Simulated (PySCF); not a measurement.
## GeF: energy against distance

Set-up: Ge 6-31G(d,p), F 6-31G(d,p); no relativity (PySCF 2.14). Energies in eV from Ge + F in their ground configurations at the same level. State: ²Π (doublet), unpaired electrons π ↑.

| R (Å) | PBE |
| --- | --- |
| 1.514 | -4.165 |
| 1.584 | -4.891 |
| 1.654 | -5.303 |
| 1.707 | -5.461 |
| 1.760 | -5.523 |
| 1.813 | -5.512 |
| 1.883 | -5.411 |
| 1.971 | -5.192 |
| 2.077 | -4.847 |
| 2.218 | -4.330 |

Task: Put a parabola through the three lowest points of the PBE curve and estimate Re, k and ωe (reduced mass 15.11 u; 1 eV/Å² = 0.16022 mdyn/Å; ωe = 1302.8·√(k/μ) cm⁻¹).

Result: Through R = 1.707, 1.76, 1.813 Å the second-order coefficient is 13.0 eV/Å², so Re ≈ 1.779 Å, k ≈ 4.16 mdyn/Å and ωe ≈ 684 cm⁻¹. A polynomial fit of higher order to the unrounded PBE energies gives Re = 1.777 Å, k = 3.88 mdyn/Å, ωe = 660 cm⁻¹; anharmonicity and rounding make the difference.

The higher-order fit for each curve: PBE: Re = 1.777 Å, ωe = 660 cm⁻¹, De = 5.53 eV.

Spin–orbit coupling is left out. The state was picked by a PBE0 search and need not be the measured ground state.
